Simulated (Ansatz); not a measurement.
Basis-set extrapolation for CH8SSi2 (`C[SiH2]S[SiH3]`) (PBE0-D4/def2-TZVP geometry, frozen core, the Gaussian-basis code of Ansatz). Multiplicity 1, RHF reference.

```csv
,def2-TZVPP,def2-QZVPP
HF,-1018.034819,-1018.066196
MP2 correlation,-0.611732,-0.658027
CCSD(T) correlation,-0.705014,not run
```

Energies in hartree. Use E(X) = E(∞) + A·exp(−7.88·√X) for Hartree–Fock and E(X) = E(∞) + B·X^(−2.97) for correlation, with X = 3 and 4, and add CCSD(T) minus MP2 of the smaller set to the MP2 limit.

Task: What is the CCSD(T) energy at the basis-set limit?

Result: HF limit: -1018.066196 + (-0.031377) × 0.13774 = -1018.07052. MP2 limit: -0.658027 + (-0.046295) × 0.74074 = -0.69232. Higher-order term: -0.705014 − (-0.611732) = -0.09328. Total: -1018.85612 hartree, 305.3 kJ/mol below CCSD(T)/def2-TZVPP.
